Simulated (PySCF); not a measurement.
AlGeH5O2S, SMILES [OH][Al]([OH])[S][GeH3]. Atoms are numbered in the order given.

```xyz
10

Ge    -0.1685    -1.7321     0.0000
S      1.3078    -0.0169     0.0000
Al    -0.1152     1.6267     0.0000
O      0.3304     3.2651     0.0000
O     -1.7539     1.1786     0.0000
H     -1.0392    -1.6954    -1.2674
H     -1.0392    -1.6954     1.2674
H      0.7181    -2.9929     0.0000
H      1.2253     3.6148     0.0000
H     -2.5103     1.7710     0.0000
```
Charge 0, spin multiplicity 1.

Geometry: B3LYP-D3(BJ)/def2-SVP. The structure was generated by enumeration; whether it is a known compound was not checked. Other conformers were not sampled.

The numbers are results of PBE0/def2-TZVP (PySCF), not measurements.

ESP charges are fitted to the potential on shells at 1.4 to 2.0 van der Waals radii. Atomic charges (e):

| atom | ESP fit | Mulliken |
|---|---|---|
| Ge1 | 0.21 | 0.15 |
| S2 | -0.42 | -0.39 |
| Al3 | 0.98 | 0.63 |
| O4 | -0.78 | -0.55 |
| O5 | -0.79 | -0.56 |
| H6 | -0.02 | 0.02 |
| H7 | -0.02 | 0.02 |
| H8 | 0.00 | 0.02 |
| H9 | 0.41 | 0.32 |
| H10 | 0.44 | 0.32 |
